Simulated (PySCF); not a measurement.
CH₃FI₂Si, SMILES C[Si](F)(I)I. Geometry optimised at B3LYP-D3(BJ)/def2-SVP. The def2 effective core potentials stand for the cores of I; spin–orbit coupling is left out.

All values below come from PySCF with B3LYP-D3(BJ)/def2-SVP.

Harmonic wavenumbers (cm⁻¹): 82, 146, 169, 181, 194, 206, 322, 419, 717, 796, 802, 911, 1270, 1420, 1423, 3038, 3139, 3148. Rotational constants (GHz): 1.816, 0.4558, 0.4058; symmetry number 1.

Q: Work out the zero-point energy and the ideal-gas rigid-rotor harmonic-oscillator thermochemistry at 298.15 K and 1 atm.

A: ZPE = ½ Σ hcν = ½ × 18384 cm⁻¹ = 109.96 kJ/mol. H − E(el) = 132.39 kJ/mol. Entropy in J/(mol K): translation 180.53, rotation 130.70, vibration 78.18, total 389.40. G − E(el) = 16.29 kJ/mol. Cp = 105.64 J/(mol K). Modes under 150 cm⁻¹ make the vibrational entropy uncertain.
